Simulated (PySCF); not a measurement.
`CCCC1=CC=C[CH+]C1` (charge +1). The geometry is computed with GFN2-xTB (gas phase).

```
atom  x, y, z in Å
C1    -2.0760    0.2740    1.4293
C2    -2.2157   -0.0563   -0.0470
C3    -1.1711    0.6754   -0.9367
C4     0.1867    0.1707   -0.6688
C5     0.6163   -1.0457   -1.1738
C6     1.8792   -1.5349   -0.8821
C7     2.7736   -0.8298   -0.0560
C8     2.4012    0.3654    0.4752
C9     1.0793    0.9374    0.2088
H10   -2.0784    1.3496    1.5933
H11   -2.9234   -0.1414    1.9693
H12   -1.1758   -0.1584    1.8629
H13   -2.1363   -1.1328   -0.1999
H14   -3.1983    0.2623   -0.3941
H15   -1.4419    0.4750   -1.9744
H16   -1.2455    1.7461   -0.7471
H17   -0.0394   -1.6150   -1.8163
H18    2.1908   -2.4813   -1.3008
H19    3.7489   -1.2455    0.1433
H20    3.0726    0.9256    1.1094
H21    0.5550    1.1112    1.1658
H22    1.1876    1.9678   -0.1620
```

Q: Where is the centre of mass (commonest isotopes), and what is the radius of gyration?

A: Mass 121.102 u; centre at (0.315, -0.095, -0.153) Å; Rg = √(Σ m r²/M) = 2.190 Å. As Ia + Ib + Ic = 2 Σ m r², the three principal moments sum to 1161.2 u·Å².

Q: Which two atoms are farthest apart?

A: H14···H19, 7.13 Å; the next longest distance is 7.01 Å.

Q: Work out the bond lengths C1–H11, C2–C3, C3–H16, C5–C6, C6–H18, C8–C9, C8–H20, C9–H22 in Å.

A: For C1–H11 the difference vector is (-0.8474, -0.4154, 0.5400) Å, of length 1.0873 Å. C1–H11 1.087; C2–C3 1.555; C3–H16 1.090; C5–C6 1.385; C6–H18 1.081; C8–C9 1.465; C8–H20 1.080; C9–H22 1.100 Å.

Q: What are the angles H10–C1–H12, C2–C1–H10, C1–C2–H13, C2–C3–H16, C4–C5–H17, C5–C6–C7, C7–C8–H20, C4–C9–H21?

A: From the scalar product of the two bond vectors; for H10–C1–H12 it is -0.3961 Å² over 1.0880 × 1.0887 Å², cos θ = -0.3344. H10–C1–H12 109.5°; C2–C1–H10 111.2°; C1–C2–H13 110.1°; C2–C3–H16 108.5°; C4–C5–H17 119.4°; C5–C6–C7 121.7°; C7–C8–H20 121.0°; C4–C9–H21 108.1°.

Q: How far apart are these pairs, which share no bond: C2···H12, C6···H15, H11···H16, H15···H16?

A: C2···H12 2.177 Å (2 bonds apart); C6···H15 4.033 Å (4 bonds apart); H11···H16 3.709 Å (4 bonds apart); H15···H16 1.778 Å (2 bonds apart).

Not checked by GFN2-xTB frequencies.

One conformer stands for the species.
